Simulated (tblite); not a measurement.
Input of a run (GFN2-xTB geometry optimisation, gas phase (tblite 0.8.0)), started from a force field or distance geometry:
```
{"job": {"kind": "relax", "xc": "GFN2-xTB", "basis": "xTB"}, "charge": 0, "multiplicity": 1}
N      1.218800     2.497000    -0.656200
C      1.051200     1.410800    -0.305900
C      0.870000     0.068400     0.168000
C      1.770100    -0.883200     0.031000
F      2.952600    -0.563300    -0.560600
C     -0.435500    -0.267000     0.819300
Si    -1.752500     0.078300    -0.456200
H      1.593900    -1.904100     0.410200
H     -0.438200    -1.322100     1.199800
H     -0.579400     0.471900     1.662700
H     -2.864700    -0.844000    -0.175300
H     -2.209100     1.467100    -0.383300
H     -1.181500    -0.209300    -1.771200
```

Output (eV, eV/Å):
```
step      E/eV     max force
  0    -569.43325    1.424
  1    -569.52340    2.231
  2    -569.54030    2.857
  3    -569.60980    0.907
  4    -569.63727    0.591
  5    -569.65540    0.421
  6    -569.66354    0.218
  7    -569.66857    0.272
  8    -569.67387    0.206
  9    -569.67649    0.132
 10    -569.67855    0.138
 11    -569.68047    0.190
 12    -569.68225    0.156
 13    -569.68337    0.083
 14    -569.68407    0.068
 15    -569.68478    0.075
 16    -569.68569    0.095
 17    -569.68667    0.102
 18    -569.68751    0.071
 19    -569.68820    0.079
 20    -569.68891    0.092
 21    -569.68978    0.108
 22    -569.69077    0.103
 23    -569.69166    0.069
 24    -569.69235    0.065
 25    -569.69288    0.063
 26    -569.69337    0.065
 27    -569.69389    0.063
 28    -569.69436    0.053
 29    -569.69472    0.058
 30    -569.69503    0.051
 31    -569.69539    0.057
 32    -569.69585    0.074
 33    -569.69638    0.074
 34    -569.69693    0.079
 35    -569.69751    0.069
 36    -569.69817    0.096
 37    -569.69891    0.092
 38    -569.69954    0.078
 39    -569.69998    0.062
 40    -569.70029    0.048
 41    -569.70054    0.044
 42    -569.70076    0.035
 43    -569.70097    0.036
 44    -569.70125    0.051
 45    -569.70172    0.083
 46    -569.70262    0.124
 47    -569.70412    0.171
 48    -569.70576    0.203
 49    -569.70727    0.106
 50    -569.70835    0.079
 51    -569.70886    0.194
 52    -569.70968    0.146
 53    -569.71046    0.053
 54    -569.71183    0.062
 55    -569.71315    0.114
 56    -569.71399    0.096
 57    -569.71465    0.078
 58    -569.71598    0.090
 59    -569.71725    0.145
 60    -569.71916    0.155
 61    -569.71996    0.145
 62    -569.72128    0.101
 63    -569.72208    0.065
 64    -569.72303    0.054
 65    -569.72380    0.110
 66    -569.72420    0.051
 67    -569.72443    0.035
 68    -569.72458    0.045
 69    -569.72475    0.046
 70    -569.72491    0.042
 71    -569.72504    0.023
 72    -569.72512    0.020
 73    -569.72517    0.018
 74    -569.72520    0.016
 75    -569.72522    0.012
 76    -569.72525    0.018
 77    -569.72529    0.021
 78    -569.72532    0.016
 79    -569.72535    0.013
 80    -569.72537    0.013
 81    -569.72539    0.017
 82    -569.72542    0.016
 83    -569.72544    0.016
 84    -569.72546    0.015
 85    -569.72548    0.013
 86    -569.72550    0.015
 87    -569.72553    0.017
 88    -569.72555    0.018
 89    -569.72559    0.021
 90    -569.72563    0.020
 91    -569.72568    0.024
 92    -569.72573    0.024
 93    -569.72580    0.025
 94    -569.72590    0.037
 95    -569.72602    0.039
 96    -569.72611    0.026
 97    -569.72615    0.014
 98    -569.72617    0.012
 99    -569.72619    0.013
100    -569.72622    0.016
101    -569.72627    0.025
102    -569.72634    0.043
103    -569.72641    0.043
104    -569.72645    0.023
105    -569.72647    0.011
106    -569.72647    0.008
```

**Question.** Summarise the run.

**Answer.** The energy falls by 28.3 kJ/mol over 106 L-BFGS steps, the largest force on an atom goes from 1.42 to 0.008 eV/Å, and the atoms move by 0.431 Å rms after alignment. The bond that changes most is C6–Si7 (sp3 carbon bound to silicon to SiH3 silicon), which lengthens by 0.055 Å. Bonds longer at the end by more than 0.005 Å: 2 of 12; shorter: 8. Among the angles that change most is F5–C4–H8, from 120.4° to 112.4°. Among the dihedrals that turn most is H10–C6–Si7–H11, from -95° to -59°. The energy never rose by more than 1e-5 eV on the way. The first step brought 31 % of the lowering.

**Question.** What are the final bond lengths?

**Answer.** N1≡C2 1.146 Å, C2–C3 1.415 Å, C3=C4 1.334 Å, C4–F5 1.339 Å, C3–C6 1.491 Å, C6–Si7 1.921 Å, C4–H8 1.081 Å, C6–H9 1.090 Å, C6–H10 1.090 Å, Si7–H11 1.462 Å, Si7–H12 1.459 Å, Si7–H13 1.463 Å. Numbering counts from 1 in the input's order; the species is `N#C/C(=C\F)C[SiH3]`.

Time: 0.44 s of wall time. Hardware: one thread of an Arm Neoverse V2, no GPU, on a shared host.

Its GFN2-xTB frequencies are all real (lowest 46 cm⁻¹). The numbers are those of one conformer.

All values are computed, not measured.
